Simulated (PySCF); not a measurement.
Cartesian coordinates in Å; atom numbers follow the order of the lines, from 1:
```xyz
17

C     1.783   -1.047    0.948
C     2.006    0.003    0.177
C     1.269    0.288   -1.082
Si   -0.178    1.495   -0.733
Si   -1.664    0.436    0.704
P    -1.906   -1.710    0.079
H     1.055   -1.797    0.679
H     2.320   -1.210    1.867
H     2.740    0.745    0.465
H     1.945    0.708   -1.827
H     0.855   -0.638   -1.487
H    -0.758    1.873   -2.032
H     0.370    2.729   -0.156
H    -2.981    1.095    0.740
H    -1.236    0.349    2.105
H    -3.133   -1.893    0.683
H    -2.492   -1.414   -1.139
```

Geometry: GFN2-xTB; GIAO shifts from PySCF 2.14.0 with density-fitted response routines, gas phase, non-relativistic, averaged over equivalent atoms.

At HSE06/pcSseg-1 (178 basis functions, 51 s wall time on 1 thread of an Arm Neoverse V1, shared host):
| atoms | δ (ppm) |
| --- | --- |
| C2 | 143.5 |
| C1 | 123.0 |
| C3 | 18.7 |
| Si4 | -72.3 |
| Si5 | -95.7 |
| P6 | -14.9 |
| H9 | 6.16 |
| H7 | 6.01 |
| H8 | 5.30 |
| H14/H15 | 4.05 |
| H12/H13 | 4.03 |
| H10/H11 | 1.92 |
| H16/H17 | 1.16 |

δ = σ(ref) − σ, references computed at the same level: TMS for 13C (σref 186.23) and 29Si (σref 346.40) and 1H (σref 31.72); 31P (σref 608.73) vs PH3.

Problem. Estimate the result of repeating the calculation with CAM-B3LYP/IGLO-II.

Solution. 
```tsv
atoms	δ at CAM-B3LYP/IGLO-II	change
C2	145.8	+2.3
C1	123.3	+0.3
C3	18.1	-0.6
Si4	-72.3	+0.0
Si5	-93.3	+2.4
P6	-10.6	+4.3
H9	6.20	+0.04
H7	5.93	-0.08
H8	5.21	-0.09
H14/H15	4.31	+0.26
H12/H13	4.29	+0.26
H10/H11	1.82	-0.10
H16/H17	1.21	+0.05
```

δ = σ(ref) − σ, references computed at the same level: TMS for 13C (187.46 ppm), 29Si (340.80 ppm), 1H (32.23 ppm); 31P (599.90 ppm) against PH3.

The largest change is at P6 (phosphorus bonded to Si, 2 H). Cost: 237 basis functions, 44 s wall time on 1 thread of an Arm Neoverse V1, shared host. The order of the carbon signals is the same at both levels.
